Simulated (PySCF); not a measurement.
Level of theory: B3LYP-D3(BJ)/def2-TZVP // PBE-D3(BJ)/def2-SVP run with PySCF. Isolated molecules, 0 K electronic values unless said otherwise. B3LYP has the VWN-RPA correlation part, as in Gaussian. 

Reference species: [Ti(F)4] (neutral, multiplicity 1).

The mean distance from the central atom to its bonded neighbours is 1.744 Å. The charge on the central atom (Mulliken) is 1.67 e and the HOMO–LUMO gap comes out as 8.68 eV.

Changed species: [Hf(F)4] (M = Hf; the reference has M = Ti).

Question: What does the change do to the mean distance from the central atom to its bonded neighbours, charge on the central atom (Mulliken) and HOMO–LUMO gap?

Answer: the mean distance from the central atom to its bonded neighbours goes up by 0.171 Å, to 1.915 Å; the charge on the central atom (Mulliken) rises by 0.06 e, to 1.73 e; the HOMO–LUMO gap rises by 1.82 eV, to 10.50 eV.
